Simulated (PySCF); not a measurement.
Calculated NMR data

Method: structure optimised with GFN2-xTB, GIAO PBE0/pcSseg-1 shieldings, J couplings at B3LYP/pcJ-1 (spin–dipole term left out of most H,H and C,H couplings), in PySCF 2.14 (one averaged value for each set of equivalent atoms, isolated molecule, relativity neglected, one computed conformer).

Chemical shifts δ = σref − σ; ¹H and ¹³C against TMS, all at this level. Multiplet labels drop J under 1 Hz and among equivalent protons, and merge close values. Unscaled 3J(H,H) run several per cent high. Where no couplings were computed, multiplicities follow the n + 1 count of equivalent neighbours, and m marks all less simple cases (inequivalent or close neighbours, rings, F or P nearby). Shifts are as computed. Against solution values, carbons near 30 ppm lie about +3 ppm off and those near 130 ppm about +5 ppm; carbons on Cl a further +6 ppm. Of 1211 compounds with measured shifts, 218 miss one by over three times the rms of a fit or turn the order of signals round; such compounds aren't used in these exercises. Carbons bonded to Cl come out too deshielded.

**1.** SMILES C1(C=O)=NN=C(C)O1, C4H4N2O2. ¹H NMR (400 MHz, computed): δ 10.18 (s, 1H), 2.83 (s, 3H). ¹³C{¹H} NMR (computed): δ 182.9 (CH), 172.3 (C), 171.6 (C), 13.8 (CH3).

**2.** `CN(C)C1=CCCC=C1Cl`, C8H12ClN. ¹H NMR (400 MHz, computed): δ 6.29 (t, 1H), 4.92 (t, 1H), 2.56 (s, 6H), 2.17 (m, 2H), 2.15 (m, 2H). ¹³C{¹H} NMR (computed): δ 152.6 (C), 141.4 (C), 133.8 (CH), 109.9 (CH), 43.3 (CH3), 28.0 (CH2), 25.8 (CH2).
